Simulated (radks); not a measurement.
Valence configurations of neutral platinum (all share [Xe]). Method: scalar-relativistic Kohn-Sham, r2SCAN, spin-polarised, spherical densities, finite nucleus; open shells are filled with parallel spins first (spin-orbit coupling, left out, can overturn this in heavy ions); meta-GGA in the generalised Kohn-Sham scheme; Fermi nuclear charge, rms radius 5.427 fm; computed with a radial shooting solver on a logarithmic mesh with Libxc functionals. Energies are relative to 4f14 5d9 6s1; eigenvalues in eV for spin up.

| valence | E (eV) | moment (Bohr magnetons) | e(4f) | e(5d) | e(6p) | e(6s) |
|---|---|---|---|---|---|---|
| 4f14 5d9 6s1 | 0.000 | 2 | -70.798 | -6.747 | - | -6.406 |
| 4f14 5d10 | 0.461 | 0 | -68.119 | -4.450 | - | - |
| 4f14 5d9 6s0.5 6p0.5 | 2.742 | 2 | -71.872 | -7.742 | -1.499 | -6.907 |
| 4f14 5d9 6p1 | 5.435 | 2 | -72.848 | -8.626 | -2.015 | - |
| 4f14 5d8 6s1 6p1 | 5.468 | 4 | -75.610 | -10.840 | -2.560 | -9.009 |
| 4f14 5d7.5 6s1 6p1.5 | 8.711 | 5 | -77.993 | -12.800 | -3.255 | -10.131 |
| 4f13.5 5d10 6p0.5 | 35.998 | 1 | -76.259 | -6.959 | -1.224 | - |
| 4f13.5 5d9 6s1 6p0.5 | 36.571 | 3 | -79.043 | -9.253 | -1.732 | -7.720 |
| 4f13 5d10 6s1 | 69.460 | 2 | -82.304 | -7.358 | - | -6.215 |
| 4f13 5d9 6s2 | 71.687 | 2 | -85.682 | -9.872 | - | -6.910 |

NIST lists [Xe] 4f14 5d9 6s1 as the ground configuration; this level of theory agrees among the configurations tried. The energies are those of spherical high-spin densities, not of single terms.
